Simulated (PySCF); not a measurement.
Two species compared at the same levels of theory.

First species: C₅H₉ClOSi.
InChI=1S/C5H9ClOSi/c1-7-4-2-5(6)8-3-4/h2,5H,3,8H2,1H3/t5-/m0/s1

Second species: C5H9ClOSi.
Numbering: `[OH:1][CH2:2][C@@H:3]1[CH:4]=[C:5]1[SiH2:6][CH2:7][Cl:8]` (hydrogens: H9 on O1; H10, H11 on C2; H12 on C3; H13 on C4; H14, H15 on Si6; H16, H17 on C7)

Cartesian coordinates in Å at the GFN2-xTB level; atoms count from 1:
```xyz
17
C5H9ClOSi angstrom
O     -1.8179   -0.6301    1.3726
C     -2.4777    0.0166    0.3123
C     -1.5206    0.4546   -0.7902
C     -0.5792   -0.5235   -1.3935
C     -0.0314    0.3112   -0.5438
Si     1.3527    0.8594    0.5595
C      2.8701   -0.1932    0.0486
Cl     2.4773   -1.9197    0.2782
H     -1.2875   -1.3507    1.0116
H     -3.2671   -0.6318   -0.1035
H     -2.9550    0.8946    0.7547
H     -1.8908    1.2848   -1.3851
H     -0.4845   -1.3454   -2.0608
H      1.6791    2.2690    0.3130
H      1.0361    0.5833    1.9584
H      3.7486    0.0088    0.6561
H      3.1407   -0.0759   -0.9980
```

Levels: CAM-B3LYP/def2-SVPD for HOMO energy, LUMO energy, HOMO–LUMO gap and static isotropic polarisability; TDDFT CAM-B3LYP/def2-SVPD for lowest singlet excitation; TDA CAM-B3LYP/def2-SVPD for lowest triplet excitation (Tamm–Dancoff). Geometries: GFN2-xTB. Each species is one conformer at its optimised geometry, gas phase, non-relativistic unless stated. Electronic properties by PySCF.

The conformers computed, where there is a choice (atom-mapped SMILES and torsion angles):
- `[OH:1][CH2:2][C@@H:3]1[CH:4]=[C:5]1[SiH2:6][CH2:7][Cl:8]`: O1–C2–C3–C4 52°, C4–C5–Si6–C7 15°, C5–Si6–C7–Cl8 -60°, H–O1–C2–C3 -53°

The conformers of `COC1=C[C@@H](Cl)[SiH2]C1` aren't listed.

Values for the first species:

| Item | Value |
| --- | --- |
| HOMO energy | -8.09 eV |
| LUMO energy | 0.96 eV |
| HOMO–LUMO gap | 9.05 eV |
| Lowest singlet excitation | 6.07 eV |
| Lowest triplet excitation (Tamm–Dancoff) | 4.31 eV |
| Static isotropic polarisability | 102.1 au |

(1) Estimate the same properties for the second species, and the change in each.

Results:

(1) 
```csv
property,first,second,second less first
HOMO energy,-8.09 eV,-8.67 eV,-0.58 eV
LUMO energy,0.96 eV,0.29 eV,-0.67 eV
HOMO–LUMO gap,9.05 eV,8.96 eV,-0.09 eV
lowest singlet excitation,6.07 eV,5.39 eV,-0.68 eV
lowest triplet excitation (Tamm–Dancoff),4.31 eV,3.82 eV,-0.49 eV
static isotropic polarisability,102.1 au,99.9 au,-2.2 au
```

On the first: The polarisability is 15.13 Å³ as a volume (1 au = 0.148185 Å³), or 1.31 au for each of the 78 electrons. S1 lies 2.98 eV below the HOMO–LUMO gap; its leading configuration is HOMO→LUMO, weight 0.88.

On the second: The vertical singlet–triplet gap S1 − T1 is 1.57 eV (TDDFT singlet less Tamm–Dancoff triplet; S1: HOMO→LUMO, weight 0.47, beside HOMO−1→LUMO, weight 0.35; T1: HOMO→LUMO, weight 0.69). The 8 singlets span 5.39 to 7.22 eV, and their oscillator strengths add up to 0.16.
